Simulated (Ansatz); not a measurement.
Isolated molecules relaxed with PBE0-D4/def2-TZVP in Ansatz; ΔE leaves out vibrations. CCSD(T)/CBS is the MP2 limit (def2-TZVPP, def2-QZVPP) plus CCSD(T) − MP2 in def2-TZVPP, frozen cores. This one scheme is used for every species. Functionals use def2-TZVPP. One conformer a species, not always the lowest.

Reaction (ligand exchange at the Si–O bond): `O[SiH2]O[SiH](Cl)Cl` + `N[Si](O)(F)F` → `O[SiH2]N[Si](O)(F)F` + `O[SiH](Cl)Cl`

Task: Is it downhill or uphill in electronic energy at CCSD(T)/CBS, and by how much? (An estimate is asked.)

Result: The calculation gave: Uphill: ΔE = +55.0 kJ/mol.

Task: What do these levels give: PBE0-D4, B2PLYP, PBE0, SCS-MP2/def2-TZVPP, MP2/def2-QZVPP, HF/CBS(def2)? (Estimate.)

Result: The calculation gave: PBE0-D4 49.1, B2PLYP 55.8, PBE0 49.6, SCS-MP2/def2-TZVPP 56.6, MP2/def2-QZVPP 55.3, HF/CBS(def2) 68.3 kJ/mol.

Largest T1 diagnostic among the species: 0.011.

In def2-TZVPP, CCSD(T) changes the Hartree–Fock value by −12.6 kJ/mol (the triples alone add −2.0 kJ/mol) and MP2 by −12.3 kJ/mol.
